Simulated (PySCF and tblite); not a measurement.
The numbers below are computed, except where a source is named.
**Dynamics report: rotation**

System: C6H9NS, numbered as in [CH3:1][C:2](=[S:3])[N:4]([CH3:5])[C:6]1=[CH:7][CH2:8]1.

Motion: rotation about the C6–N4 bond (torsion C7–C6–N4–C2 from 0° to 180°, rising). The path came from a restrained scan, a climbing-image band and a saddle search at GFN2-xTB; energies are BHandHLYP/pcSseg-1 + D3(BJ)//GFN2-xTB, thermal terms GFN2-xTB. Rate constants are transition-state-theory values, counting equivalent paths, without tunnelling. Programs: tblite and PySCF.

```csv
point,symmetry,E(GFN2) kcal/mol,E(DFT) kcal/mol,ZPE change kcal/mol,lowest mode cm⁻¹,dipole D
start,Cs,0.0,0.0,0.00,76,3.13
saddle,C1,8.2,8.0,-0.59,109i,4.27
end,Cs,1.1,1.0,-0.04,49,3.24
```

| Property | Result |
| --- | --- |
| Electronic barrier | 8.0 kcal/mol |
| Barrier with zero-point energy | 7.4 kcal/mol |
| ΔH‡ (298 K) | 7.2 kcal/mol |
| ΔS‡ (298 K, symmetry apart) | -0.8 cal/(mol K) |
| Paths | 2 equivalent paths |
| End point | a different minimum |
| Mean lifetime of the start against this motion at 298 K | 22 ns |
| Cost | 90 s on 1 thread of Arm Neoverse V2 (shared host) (rough), peak memory 0.9 GiB, launched as `OMP_NUM_THREADS=1 python ens_run.py task.json out` |

| T/K | ΔG‡ kcal/mol | k s⁻¹ | ΔG kcal/mol | k back s⁻¹ |
| --- | --- | --- | --- | --- |
| 150 | 7.3 | 139 | 0.8 | 2440 |
| 200 | 7.3 | 8.3×10⁴ | 0.8 | 6.7×10⁵ |
| 250 | 7.4 | 3.9×10⁶ | 0.8 | 2×10⁷ |
| 298 | 7.4 | 4.6×10⁷ | 0.8 | 1.8×10⁸ |
| 350 | 7.5 | 3.1×10⁸ | 0.8 | 9.5×10⁸ |
| 400 | 7.6 | 1.2×10⁹ | 0.8 | 3.2×10⁹ |
| 500 | 7.8 | 8.2×10⁹ | 0.8 | 1.8×10¹⁰ |

ΔG and ΔG‡ leave out symmetry numbers and mirror images; rates count paths: 2 out, 2 back.
